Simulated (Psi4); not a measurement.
COS (SMILES O=C=S), singlet, at a GFN2-xTB geometry, with bond 3-2 at 2.0 times its length; CAM-B3LYP/6-31G** (Psi4).

Input for Psi4:
```
memory 2 GB

molecule {
0 1
O    -0.00000000   -0.00000000   -1.66686897
C    -0.00000000   -0.00000000   -0.51282480
S     0.00000000    0.00000000    2.56431238
}

set {
  basis 6-31g**
  guess modhuckel
}

energy('cam-b3lyp')
print_variables()
```

Output, abridged:

```
   => Loading Basis Set <=

    Name: 6-31G**
    Role: ORBITAL
    Keyword: BASIS

         ---------------------------------------------------------
                                   SCF
               by Justin Turney, Rob Parrish, Andy Simmonett
                          and Daniel G. A. Smith
                              RKS Reference
         ---------------------------------------------------------

  ==> Geometry <==

    Molecular point group: c2v
    Full point group: C_inf_v

    Geometry (in Angstrom), charge = 0, multiplicity = 1:

       Center              X                  Y                   Z               Mass
    ------------   -----------------  -----------------  -----------------  -----------------
         O            0.000000000000     0.000000000000    -2.486837704772    15.994914619570
         C            0.000000000000     0.000000000000    -1.332793534772    12.000000000000
         S            0.000000000000     0.000000000000     1.744343645228    31.972071174400

  Running in c2v symmetry.

  Rotational constants: A = ************  B =      0.07750  C =      0.07750 [cm^-1]
  Rotational constants: A = ************  B =   2323.40076  C =   2323.40076 [MHz]
  Nuclear repulsion =   54.527631536966368

  Charge       = 0
  Multiplicity = 1
  Electrons    = 30
  Nalpha       = 15
  Nbeta        = 15

  ==> Algorithm <==

  SCF Algorithm Type is DF.
  DIIS enabled.
  MOM disabled.
  Fractional occupation disabled.
  Guess Type is MODHUCKEL.
  Energy threshold   = 1.00e-06
  Density threshold  = 1.00e-06
  Integral threshold = 1.00e-12

  ==> Primary Basis <==

  Basis Set: 6-31G**
    Blend: 6-31G**
    Number of shells: 20
    Number of basis functions: 49
    Number of Cartesian functions: 49
    Spherical Harmonics?: false
    Max angular momentum: 2

  ==> DFT Potential <==

   => LibXC <=

    Version 7.1.2
    S. Lehtola, C. Steigemann, M. J. T. Oliveira, and M. A. L. Marques,  SoftwareX 7, 1–5 (2018) (10.1016/j.softx.2017.11.002)

   => Composite Functional: CAM-B3LYP <=

    CAM-B3LYP Hyb-GGA Exchange-Correlation Functional

    T. Yanai, D. P. Tew, and N. C. Handy,  Chem. Phys. Lett. 393, 51 (2004) (10.1016/j.cplett.2004.06.011)

    Deriv               =              1
    GGA                 =           TRUE
    Meta                =          FALSE

    Exchange Hybrid     =           TRUE
    MP2 Hybrid          =          FALSE

   => Exchange Functionals <=

    0.3500         Becke 88 [omega = 0.3300]
    0.4600   Short-range recipe for B88 functional - erf [omega = 0.3300]

   => Exact (HF) Exchange <=

    0.4600            HF,LR [omega = 0.3300]
    0.1900               HF

   => Correlation Functionals <=

    0.1900   Vosko, Wilk & Nusair (VWN5)
    0.8100   Lee, Yang & Parr

   => LibXC Density Thresholds  <==

    XC_HYB_GGA_XC_CAM_B3LYP:  1.00E-14

   => Molecular Quadrature <=

    Radial Scheme          =       TREUTLER
    Pruning Scheme         =           NONE
    Nuclear Scheme         =       TREUTLER

    Blocking Scheme        =         OCTREE
    BS radius alpha        =              1
    Pruning alpha          =              1
    Radial Points          =             75
    Spherical Points       =            302
    Total Points           =          63857
    Total Blocks           =            553
    Max Points             =            253
    Max Functions          =             48
    Weights Tolerance      =       1.00E-15

   => Loading Basis Set <=

    Name: (6-31G** AUX)
    Role: JKFIT
    Keyword: DF_BASIS_SCF

  ==> Integral Setup <==

  SCF_SUBTYPE=INCORE selected. In-core MEM_DF algorithm will be used.
  Using in-core AOs.

  ==> MemDFJK: Density-Fitted J/K Matrices <==

    J tasked:                   Yes
    K tasked:                   Yes
    wK tasked:                  Yes
    Omega:                3.300E-01
    Algorithm:                 Core
    Schwarz Cutoff:           1E-12
    Mask sparsity (%):       5.7476
[...]

  Minimum eigenvalue in the overlap matrix is 6.9977455333E-03.
  Reciprocal condition number of the overlap matrix is 1.3390061729E-03.
    Using symmetric orthogonalization.

  ==> Pre-Iterations <==

  SCF Guess: Huckel guess via on-the-fly atomic UHF (doi:10.1021/acs.jctc.8b01089) with the updated GWH rule from doi:10.1021/ja00480a005.

   -------------------------------------------------------
    Irrep   Nso     Nmo     Nalpha   Nbeta   Ndocc  Nsocc
   -------------------------------------------------------
     A1        26      26       9       9       9       0
     A2         3       3       0       0       0       0
     B1        10      10       3       3       3       0
     B2        10      10       3       3       3       0
   -------------------------------------------------------
    Total      49      49      15      15      15       0
   -------------------------------------------------------

  ==> Iterations <==

                           Total Energy        Delta E     RMS |[F,P]|

   @DF-RKS iter   1:  -510.03984881524008   -5.10040e+02   5.27249e-02 DIIS/ADIIS
   @DF-RKS iter   2:  -503.67141862947403    6.36843e+00   8.19364e-02 DIIS/ADIIS
   @DF-RKS iter   3:  -511.27728662349233   -7.60587e+00   7.00977e-03 DIIS/ADIIS
   @DF-RKS iter   4:  -511.28434815902574   -7.06154e-03   9.20072e-03 DIIS/ADIIS
   @DF-RKS iter   5:  -511.31020683384133   -2.58587e-02   2.30734e-03 DIIS/ADIIS
   @DF-RKS iter   6:  -511.31275069772602   -2.54386e-03   6.85428e-04 DIIS/ADIIS
   @DF-RKS iter   7:  -511.31305194367269   -3.01246e-04   1.69959e-04 DIIS/ADIIS
   @DF-RKS iter   8:  -511.31307698659543   -2.50429e-05   2.51662e-05 DIIS
   @DF-RKS iter   9:  -511.31307791011892   -9.23523e-07   8.94177e-06 DIIS
   @DF-RKS iter  10:  -511.31307797511477   -6.49958e-08   1.61513e-06 DIIS
   @DF-RKS iter  11:  -511.31307797755460   -2.43983e-09   3.00503e-07 DIIS
  Energy and wave function converged.

  ==> Post-Iterations <==

   Electrons on quadrature grid:
      Ntotal   =   30.0000000093 ; deviation = 9.259e-09

    Orbital Energies [Eh]
    ---------------------

    Doubly Occupied:

[...]
    Virtual:

[...]
      26A1     4.018161

    Final Occupation by Irrep:
             A1    A2    B1    B2
    DOCC [     9,    0,    3,    3 ]
    NA   [     9,    0,    3,    3 ]
    NB   [     9,    0,    3,    3 ]

  @DF-RKS Final Energy:  -511.31307797755460

   => Energetics <=

    Nuclear Repulsion Energy =             54.5276315369663678
    One-Electron Energy =                -811.4778952071703770
    Two-Electron Energy =                 275.3822396864624125
    DFT Exchange-Correlation Energy =     -29.7450539938130483
    Empirical Dispersion Energy =           0.0000000000000000
    VV10 Nonlocal Energy =                  0.0000000000000000
    Total Energy =                       -511.3130779775545989

Computation Completed

Properties will be evaluated at   0.000000,   0.000000,   0.000000 [a0]

Properties computed using the SCF density matrix

 Multipole Moments:

 ------------------------------------------------------------------------------------
     Multipole            Electronic (a.u.)      Nuclear  (a.u.)        Total (a.u.)
 ------------------------------------------------------------------------------------

 L = 1.  Multiply by 2.5417464519 to convert [e a0] to [Debye]
 Dipole X            :          0.0000000            0.0000000            0.0000000
 Dipole Y            :          0.0000000            0.0000000            0.0000000
 Dipole Z            :         -0.4090952            0.0340821           -0.3750131
 Magnitude           :                                                    0.3750131

 ------------------------------------------------------------------------------------

  Variable Map:
  ----------------------------------------------------------------------------
[...]
  Array Variable Map:
  ----------------------------------------------------------------------------
[...]
[...]
```
